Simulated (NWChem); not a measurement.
System: CH₇BP₂; SMILES B(P)(C)P

NWChem printed, in part:

```
             Northwest Computational Chemistry Package (NWChem) 7.3.0
             --------------------------------------------------------

                             Geometry "geometry" -> ""
                             -------------------------

 Output coordinates in angstroms (scale by  1.889725989 to convert to a.u.)

  No.       Tag          Charge          X              Y              Z
 ---- ---------------- ---------- -------------- -------------- --------------
    1 B                    5.0000     0.36815721    -0.00477215    -0.06140919
    2 C                    6.0000     1.94415821    -0.00145715     0.05205181
    3 H                    1.0000     2.41246321    -1.02178215    -0.01976019
    4 H                    1.0000     2.23337421     0.44894985     1.06181181
    5 H                    1.0000     2.40011321     0.67552285    -0.73406619
    6 P                   15.0000    -0.58077279    -1.66181215     0.08535681
    7 H                    1.0000     0.16557721    -2.45067615    -0.82834319
    8 H                    1.0000    -1.71376979    -1.44898415    -0.74145819
    9 P                   15.0000    -0.59059279     1.65377285     0.10179581
   10 H                    1.0000    -1.64443979     1.45977685    -0.82983919
   11 H                    1.0000     0.21143021     2.49038585    -0.72089919

 Effective nuclear repulsion energy (a.u.)     186.3681114740

                                Z-matrix (autoz)
                                --------

 Units are Angstrom for bonds and degrees for angles

      Type          Name      I     J     K     L     M      Value
      ----------- --------  ----- ----- ----- ----- ----- ----------
    1 Stretch                  1     2                       1.58008
    2 Stretch                  1     6                       1.91515
    3 Stretch                  1     9                       1.92266
    4 Stretch                  2     3                       1.12496
    5 Stretch                  2     4                       1.14286
    6 Stretch                  2     5                       1.13322
    7 Stretch                  6     7                       1.41922
    8 Stretch                  6     8                       1.41866
    9 Stretch                  9    10                       1.41992
   10 Stretch                  9    11                       1.42126
   11 Bend                     1     2     3               114.12474
   12 Bend                     1     2     4               108.46231
   13 Bend                     1     2     5               110.65597
   14 Bend                     1     6     7                99.84733
   15 Bend                     1     6     8               102.78241
   16 Bend                     1     9    10               101.33512
   17 Bend                     1     9    11               100.20960
   18 Bend                     2     1     6               119.37469
   19 Bend                     2     1     9               119.30545
   20 Bend                     3     2     4               107.96906
   21 Bend                     3     2     5               109.27212
   22 Bend                     4     2     5               106.00114
   23 Bend                     6     1     9               119.52410
   24 Bend                     7     6     8                97.36348
   25 Bend                    10     9    11                96.86031
   26 Torsion                  2     1     6     7         -49.19993
   27 Torsion                  2     1     6     8        -149.14862
   28 Torsion                  2     1     9    10         143.97121
   29 Torsion                  2     1     9    11          44.77081
   30 Torsion                  3     2     1     6          13.26951
   31 Torsion                  3     2     1     9         177.94309
   32 Torsion                  4     2     1     6        -107.12072
   33 Torsion                  4     2     1     9          57.55287
   34 Torsion                  5     2     1     6         137.00215
   35 Torsion                  5     2     1     9         -58.32427
   36 Torsion                  6     1     9    10         -51.37834
   37 Torsion                  6     1     9    11        -150.57874
   38 Torsion                  7     6     1     9         146.16031
   39 Torsion                  8     6     1     9          46.21162

                           NWChem Geometry Optimization
                           ----------------------------

 maximum gradient threshold         (gmax) =   0.000015
 rms gradient threshold             (grms) =   0.000010
 maximum cartesian step threshold   (xmax) =   0.000060
 rms cartesian step threshold       (xrms) =   0.000040
 fixed trust radius                (trust) =   0.300000
 source of zmatrix                         =   autoz

          -------------------
          Energy Minimization
          -------------------

 Using diagonal initial Hessian
 Scaling for Hessian diagonals: bonds = 1.00  angles = 0.25  torsions = 0.10

          --------
          Step   0

                                 NWChem DFT Module
                                 -----------------

[...]

      ----------------------
      Optimization converged
      ----------------------

  Step       Energy      Delta E   Gmax     Grms     Xrms     Xmax
  ---- ---------------- -------- -------- -------- -------- --------
@   44    -749.86769360 -5.0D-10  0.00000  0.00000  0.00002  0.00006
                                     ok       ok       ok       ok

                                Z-matrix (autoz)
                                --------

 Units are Angstrom for bonds and degrees for angles

[...]

 Rotational Constants
 --------------------
 A=   0.178465 cm-1  (  0.256765 K)
 B=   0.087133 cm-1  (  0.125362 K)
 C=   0.060444 cm-1  (  0.086963 K)

 Temperature                      =   298.15K
 frequency scaling parameter      =   1.0000

 Zero-Point correction to Energy  =   48.128 kcal/mol  (  0.076698 au)
 Thermal correction to Energy     =   52.652 kcal/mol  (  0.083906 au)
 Thermal correction to Enthalpy   =   53.244 kcal/mol  (  0.084849 au)

 Total Entropy                    =   82.254 cal/mol-K
   - Translational                =   39.452 cal/mol-K (mol. weight =  92.0116)
   - Rotational                   =   26.930 cal/mol-K (symmetry #  =        1)
   - Vibrational                  =   15.871 cal/mol-K

 Cv (constant volume heat capacity) =   24.528 cal/mol-K
   - Translational                  =    2.979 cal/mol-K
   - Rotational                     =    2.979 cal/mol-K
   - Vibrational                    =   18.569 cal/mol-K

[normal modes left out]

 ----------------------------------------------------------------------------
 Normal Eigenvalue ||           Projected Infra Red Intensities
  Mode   [cm**-1]  || [atomic units] [(debye/angs)**2] [(KM/mol)] [arbitrary]
 ------ ---------- || -------------- ----------------- ---------- -----------
    1       -0.000 ||    0.001348           0.031         1.314       0.694
    2       -0.000 ||    0.000080           0.002         0.078       0.041
    3       -0.000 ||    0.000051           0.001         0.050       0.026
    4       -0.000 ||    0.000589           0.014         0.574       0.303
    5        0.000 ||    0.000031           0.001         0.030       0.016
    6        0.000 ||    0.000467           0.011         0.455       0.240
    7      105.034 ||    0.000176           0.004         0.171       0.090
    8      181.624 ||    0.002081           0.048         2.029       1.071
    9      186.639 ||    0.003018           0.070         2.942       1.554
   10      238.462 ||    0.000003           0.000         0.003       0.001
   11      244.944 ||    0.003555           0.082         3.465       1.830
   12      314.264 ||    0.005068           0.117         4.941       2.609
   13      440.592 ||    0.002350           0.054         2.291       1.210
   14      525.828 ||    0.050982           1.176        49.699      26.242
   15      658.389 ||    0.009902           0.228         9.653       5.097
   16      703.824 ||    0.013553           0.313        13.212       6.976
   17      761.400 ||    0.032523           0.750        31.706      16.741
   18      776.300 ||    0.005901           0.136         5.753       3.038
   19      846.627 ||    0.002011           0.046         1.960       1.035
   20     1034.153 ||    0.112926           2.605       110.086      58.128
   21     1071.238 ||    0.030193           0.697        29.434      15.542
   22     1128.945 ||    0.025135           0.580        24.503      12.938
   23     1152.308 ||    0.011997           0.277        11.695       6.175
   24     1370.718 ||    0.028087           0.648        27.381      14.458
   25     1482.997 ||    0.000957           0.022         0.933       0.493
   26     1510.419 ||    0.006597           0.152         6.431       3.396
   27     2423.672 ||    0.070045           1.616        68.283      36.055
   28     2428.274 ||    0.044605           1.029        43.483      22.960
   29     2441.696 ||    0.019003           0.438        18.525       9.782
   30     2447.300 ||    0.124376           2.869       121.248      64.021
   31     3017.240 ||    0.001082           0.025         1.055       0.557
   32     3079.275 ||    0.016302           0.376        15.892       8.391
   33     3110.255 ||    0.016102           0.371        15.697       8.288
 ----------------------------------------------------------------------------
```

Level: B3LYP/6-31G* (spherical d). B3LYP is NWChem's, with the RPA form of VWN correlation.

Question: Reconstruct the input file.

Answer: Several could match; the one computed here: the input that was run:
```
start job
memory heap 200 mb stack 900 mb global 1100 mb
geometry units angstroms noautosym
  B      0.374444    -0.003876    -0.068807
  C      1.950445    -0.000561     0.044654
  H      2.418750    -1.020886    -0.027158
  H      2.239661     0.449846     1.054414
  H      2.406400     0.676419    -0.741464
  P     -0.574486    -1.660916     0.077959
  H      0.171864    -2.449780    -0.835741
  H     -1.707483    -1.448088    -0.748856
  P     -0.584306     1.654669     0.094398
  H     -1.638153     1.460673    -0.837237
  H      0.217717     2.491282    -0.728297
end
basis spherical
  * library 6-31g*
end
dft
  xc b3lyp
  grid fine
  iterations 150
end
driver
  maxiter 120
  tight
end
task dft optimize
task dft freq
```
